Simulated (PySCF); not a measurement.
`CC(=O)[C@H]1[C@H](N)[C@@H]1F`, C5H8FNO

Cartesian coordinates in Å; atom numbers follow the order of the lines, from 1:
```xyz
16

C     2.5105    0.0100   -0.2872
C     1.1159   -0.1659   -0.8273
O     0.8617   -0.2396   -2.0073
C     0.0564   -0.2260    0.2062
C    -1.2604    0.4934   -0.0815
N    -1.8692    1.2217    0.9777
C    -1.2060   -0.9981   -0.1174
F    -1.7868   -1.6789    0.9124
H     2.7600   -0.8282    0.3602
H     2.5549    0.9213    0.3053
H     3.2257    0.0675   -1.1027
H     0.3740   -0.2379    1.2395
H    -1.3124    0.9946   -1.0407
H    -2.7675    1.5970    0.6991
H    -1.9983    0.6338    1.7947
H    -1.2662   -1.5557   -1.0424
```

The calculation used TDDFT PBE0/def2-SVPD circular dichroism and optical rotation, one conformer, gas phase (PySCF). Geometry: GFN2-xTB.

The molecule is flexible and this is one conformer; a measurement averages over conformers. States above about 6.9 eV lie in this functional's continuum (it starts at minus the energy of the highest occupied orbital, well below the true ionisation energy for most functionals) and depend on the basis.

**Question.** Draw the ECD and absorption spectra from the lowest 12 states, each a Gaussian of half-width 0.3 eV at 1/e height.

**Answer.** 
```csv
E (eV),λ (nm),Δε (L mol⁻¹ cm⁻¹),ε (L mol⁻¹ cm⁻¹)
4.05,306,-0.26,5.37
4.15,299,-0.71,14.6
4.25,292,-1.54,31.8
4.35,285,-2.68,55.4
4.45,279,-3.74,77.5
4.55,273,-4.18,87.6
4.65,267,-3.74,83.9
4.75,261,-2.67,85.4
4.85,256,-1.51,140
4.95,251,-0.63,330
5.05,246,-0.08,736
5.15,241,+0.26,1360
5.25,236,+0.49,2020
5.35,232,+0.61,2400
5.45,228,+0.62,2300
5.55,223,+0.64,1780
5.65,219,+0.89,1150
5.75,216,+1.70,737
5.85,212,+3.22,634
5.95,208,+5.13,757
6.05,205,+6.61,915
6.15,202,+6.87,956
6.25,198,+5.86,889
6.35,195,+4.43,928
6.45,192,+3.81,1430
6.55,189,+4.80,2730
6.65,186,+7.26,4850
6.75,184,+9.95,7240
6.85,181,+11.02,8990
6.95,178,+9.07,9390
7.05,176,+4.18,8480
7.15,173,-2.03,6910
7.25,171,-7.33,5270
7.35,169,-10.10,3810
7.45,166,-9.95,2640
7.55,164,-7.73,1860
7.65,162,-4.97,1550
7.75,160,-3.01,1600
```
Δε uses R in velocity form, ε uses f in length form. Only the states computed contribute, so the short-wavelength end is incomplete.

The sign of the CD band at 169 nm isn't settled: the length form gives the opposite one.
